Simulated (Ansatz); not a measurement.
Total energies of `C[SiH2][O][GaH2]`.

```xyz
11

C    -0.313    1.506   -0.411
Si    0.457    0.503    0.963
O     0.421   -1.103    0.671
Ga   -0.119   -2.290   -0.541
H    -0.265    2.571   -0.166
H    -1.364    1.243   -0.558
H     0.211    1.356   -1.358
H    -0.271    0.775    2.235
H     1.876    0.925    1.141
H    -0.812   -1.718   -1.818
H     0.179   -3.769   -0.158
```

Charge 0, multiplicity 1. Correlated methods include outer-core shells of Ga, which these sets cover unevenly. Scalar relativity is left out up to krypton. The structure was optimised at the PBE0-D4/def2-TZVP level. It is one conformer, not always the lowest. Basis def2-TZVPP, Ansatz.

RPA on PBE orbitals: Hartree–Fock energy of these orbitals -2329.05538 Eh, correlation -1.28590 Eh (frozen core).

| functional | energy without D4 (Eh) | D4 term (kJ/mol) |
| --- | --- | --- |
| LDA (SPW92) | -2326.86461 | – |
| PBE | -2331.41894 | -22.6 |
| revPBE | -2331.76660 | -63.6 |
| BLYP | -2332.03437 | -48.8 |
| B97M-V | -2331.55508 | – |
| PBE0 | -2331.50091 | -19.3 |
| B3LYP | -2332.09534 | -36.6 |
| r2SCANh | -2331.89584 | -6.0 |
| r2SCAN0 | -2331.87023 | -6.6 |
| HSE06 (plane-wave form) | -2331.48723 | -18.1 |
| BHLYP | -2331.92855 | -29.8 |
| LC-ωPBE | -2331.60909 | – |
| ωB97M-V | -2331.83111 | – |
| PBE-QIDH | -2331.06979 | – |

Problem. Give the same for r2SCAN, CAM-B3LYP, ωB97X-V, B2PLYP. (Estimate.)

Solution. The calculation gave: 
| functional | energy without D4 (Eh) | D4 term (kJ/mol) |
| --- | --- | --- |
| r2SCAN | -2331.91397 | -5.5 |
| CAM-B3LYP | -2332.09372 | -19.8 |
| ωB97X-V | -2331.75667 | – |
| B2PLYP | -2331.44026 | – |

B3LYP takes the VWN-RPA correlation (the form of Gaussian; ORCA's B3LYP/G). HSE06 is the plane-wave form, built on full-range PBE exchange. The double hybrids freeze the cores in their second-order part.

LC-ωPBE has ω = 0.4 bohr⁻¹.
